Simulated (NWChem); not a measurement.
Basis-set convergence for diiodomethane (CH2I2)

```xyz
5

I      1.8391     0.0000     0.0908
C      0.0000     0.0000    -1.0490
I     -1.8391     0.0000     0.0908
H      0.0000     0.9046    -1.6634
H      0.0000    -0.9046    -1.6634
```
Charge 0, spin multiplicity 1.

All runs are NWChem calculations. All single points use one geometry, from B3LYP/def2-SVP with def2 effective core potentials on I, a minimum by its harmonic frequencies.

Quantity: first vertical ionisation energy at the level G0W0@PBE.

Effective core potentials replace the inner electrons of I; spin-orbit coupling is left out. GW and range-separated runs recompute their integrals, the others keep them in memory, which bears on the times.

Relative cost: rough, from shared machines, SCF included, def2-SVP = 1.

**Question.** In def2-TZVPD the value is 8.87 eV. Among def2-SVP, def2-SVPD, def2-TZVP, def2-TZVPP, which is the smallest basis within 0.05 eV of it?

**Answer.** def2-TZVP, with 143 functions against 173 (also within reach: def2-TZVPP). def2-TZVPD isn't the basis-set limit itself, and a small set can land close by cancellation.

| basis | functions | first vertical ionisation energy (eV) | relative cost |
|---|---|---|---|
| def2-SVP | 76 | 8.53 | 1 |
| def2-SVPD | 106 | 8.51 | under 3 |
| def2-TZVP | 143 | 8.89 | 5 |
| def2-TZVPP | 159 | 8.89 | 6 |
| def2-TZVPD | 173 | 8.87 | 8 |
